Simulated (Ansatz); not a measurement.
Molecule: C₄H₅GeS, net charge 0, doublet state. It need not be the lowest isomer of its formula. 
Geometry from a B3LYP-D3(BJ)/def2-TZVP (Ansatz, a first-principles code) optimisation:
```
C
C 1 1.3805
H 2 1.0812 1 122.80
C 2 1.4152 3 123.55 1 179.58
C 4 1.3689 2 112.52 3 179.64
H 5 1.0779 4 127.98 2 179.29
H 4 1.0805 5 123.40 6 -0.42
S 5 1.7149 6 120.62 4 179.00
Ge 1 1.9298 2 127.26 3 -4.96
H 9 1.5460 1 110.07 2 155.26
H 9 1.5467 10 111.52 1 120.57
```
Charge 0, spin multiplicity 2.

Basis-set convergence of Hartree-Fock and MP2 correlation energies (hartree) with Ansatz. Cores are frozen in the correlated levels unless marked. Open shells are spin-unrestricted. No spin-orbit coupling. The frozen core is the preceding noble-gas configuration, with the filled d and f shells of earlier blocks. Non-relativistic.

The UHF reference is spin-contaminated (<S^2> 0.28 over the pure value in the largest basis). 

| basis | functions | E(HF) | E(corr, MP2) |
|---|---|---|---|
| def2-SVP | 131 | -2626.72498 | -0.71502 |
| def2-TZVPP | 284 | -2627.30037 | -0.88650 |
| def2-QZVPP | 537 | -2627.35990 | -0.94821 |

Extrapolating the two largest sets (X = 3 and 4) as X^-3: E(corr) = (64·(-0.94821) - 27·(-0.88650))/37 = -0.9932 Eh, an estimate of the basis-set limit. The largest set recovers 95.5 % of it, the smallest 72.0 %.
